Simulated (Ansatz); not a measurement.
Cost and result for the atomization energy of C3H9GaS3, SMILES `C[S][Ga]([S]C)[S]C` (16 atoms, 15 bonds).

```csv
atom,x (Å),y (Å),z (Å)
C1,1.466,-0.004,2.727
S2,-0.264,-0.115,2.172
Ga3,0.001,-0.002,0.000
S4,-1.745,-0.082,-1.322
C5,-3.086,-0.234,-0.099
S6,2.011,0.191,-0.850
C7,1.620,0.239,-2.627
H8,1.919,0.938,2.421
H9,1.446,-0.050,3.815
H10,2.056,-0.837,2.348
H11,-3.116,0.630,0.563
H12,-2.982,-1.146,0.488
H13,-4.017,-0.280,-0.664
H14,2.570,0.336,-3.152
H15,1.130,-0.679,-2.948
H16,0.992,1.095,-2.870
```

Total charge 0; spin multiplicity 1. Correlated methods include outer-core shells of Ga, which these sets cover unevenly. Scalar relativity is left out up to krypton. The geometry is a stationary point of PBE0-D4/def2-TZVP. It is one conformer, not always the lowest. Program: Ansatz. All runs use 2 threads of an AMD EPYC 7R13 on a shared host and a share of an NVIDIA H100 80 GB. Times are those of one run each, without the atoms' runs, and a repeat can differ threefold. Electronic energies, without spin–orbit coupling; frozen cores. CCSD(T)/CBS adds CCSD(T) − MP2 in def2-TZVPP to the MP2 limit, and its time is that of the two runs behind it. T1 = 0.012. With those shells the extrapolation isn't a true limit. B3LYP takes the VWN-RPA correlation (the form of Gaussian; ORCA's B3LYP/G). HSE06 is the plane-wave form, built on full-range PBE exchange.

CCSD(T)/CBS is a level of theory with its own doubt, some kJ/mol a heavy atom from the limit and from the frozen cores, so smaller differences don't rank the functionals.

```csv
level,functions,wall time,atomization (kcal/mol),difference from CCSD(T)/CBS,per bond
ωB97X-V/def2-TZVPP,393,3.8 s,1355.3,3.9,0.3
CCSD(T)/def2-SVP,173,3.8 s,1269.6,-81.8,-5.5
PBE-D4/def2-TZVPP (with forces),393,3.9 s,1373.8,22.4,1.5
revPBE-D4/def2-TZVPP,393,5.5 s,1344.4,-7.0,-0.5
ωB97M-V/def2-TZVPP (with forces),393,5.5 s,1353.5,2.1,0.1
CAM-B3LYP-D4/def2-TZVPP,393,6.5 s,1344.7,-6.7,-0.4
HSE06-D4/def2-TZVPP,393,7 s,1358.2,6.8,0.5
B97M-V/def2-TZVPP,393,7 s,1358.0,6.6,0.4
r2SCAN-D4/def2-TZVPP (with forces),393,8 s,1357.8,6.4,0.4
B3LYP-D4/def2-TZVPP (with forces),393,8.5 s,1343.3,-8.1,-0.5
MP2/def2-QZVPP,740,12 s,1354.9,3.5,0.2
CCSD(T)/def2-TZVPP,393,24 s,1316.8,-34.6,-2.3
CCSD(T)/CBS(def2),–,36 s,1351.4,0.0,0.0
```

The D4 term adds +19.4 kcal/mol with B3LYP and +10.3 kcal/mol with PBE0; it sums over pairs of atoms, weighted by their polarisabilities, and B3LYP, whose exchange is more repulsive, gets the larger term. From r2SCAN to r2SCAN0 (25 % exact exchange), in def2-TZVPP and without D4, the atomization energy moves by −16.5 kcal/mol: exact exchange takes away binding that semilocal exchange gives to molecules. In def2-TZVPP, CCSD(T) changes the Hartree–Fock value by +330.0 kcal/mol (the triples alone add +22.0 kcal/mol) and MP2 by +348.2 kcal/mol; breaking electron pairs costs correlation energy, which Hartree–Fock lacks.
